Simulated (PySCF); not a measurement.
## Removing the step error of a finite difference

System: H₂BrF₂NSi (SMILES N[Si](F)(F)Br), singlet, at a GFN2-xTB geometry, atoms displaced at random by about 0.03 Å a coordinate. Level: B3LYP/STO-3G, gradient in PySCF. Sums are taken with unrounded values, so a last digit can differ.

Central differences of the energy along x of atom 2 gave a gradient component of -0.004599 Eh/bohr at step 0.05 and 0.000446 Eh/bohr at step 0.2 (atomic units).

Problem. Extrapolate to zero step.

Solution. The leading error of a symmetric difference goes as h², so A(h) = A0 + c h². Then c = (0.000446 - (-0.004599))/(0.2² - 0.05²) = 0.135 (atomic units) and A0 = -0.004599 - c × 0.05² = -0.004935 Eh/bohr. The analytic value from the same program and level (with grid response) is -0.004932 Eh/bohr: the smaller step missed it by 0.000333, the extrapolation by -0.000003.
